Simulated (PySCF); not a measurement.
## SrCl: a composite coupled-cluster calculation

State: ²Σ⁺, doublet, unpaired electrons σ ↑. De refers to Sr + Cl. ROHF-based CCSD(T) in PySCF 2.14 with Sr cc-pwCVDZ-X2C, Cl aug-cc-pVDZ-DK and Sr cc-pwCVTZ-X2C, Cl aug-cc-pVTZ-DK (frozen core orbitals: 19; spin-free X2C with a Gaussian nucleus). Correlation energies are extrapolated as n⁻³ (n = 2, 3), Hartree–Fock as (n+1)·exp(−9√n).

```tsv
Level	Re (Å)	ωe (cm⁻¹)	ωexe (cm⁻¹)	αe (cm⁻¹)	De (eV)
CCSD(T)/DZ	2.6623	280.4	0.878	0.000434	3.850
CCSD(T)/TZ	2.6040	294.5	0.928	0.000444	4.100
HF/CBS	2.6424	288.5	0.912	0.000429	3.867
MP2/CBS	2.5798	300.7	0.944	0.000449	4.370
CCSD/CBS	2.5927	298.2	0.931	0.000444	4.141
CCSD(T)/CBS	2.5886	298.6	0.933	0.000446	4.190
```

How much is left between CCSD(T)/TZ and the basis-set limit, and how much do the triples give at the limit?

CCSD(T)/CBS less CCSD(T)/TZ: -15.4 mÅ in Re, +4.1 cm⁻¹ in ωe and +0.090 eV in De. CCSD(T)/CBS less CCSD/CBS: -4.1 mÅ in Re, +0.4 cm⁻¹ in ωe and +0.049 eV in De.

The T1 diagnostic is 0.016. The state was picked by a PBE0 search and need not be the measured ground state. Spin–orbit coupling, excitations beyond (T) and corrections to the Born–Oppenheimer picture are left out.

The whole job (state search and all basis sets along the bond) took about 49 min on 4 threads of Arm Neoverse V1 (shared host), peak memory 13 GiB.
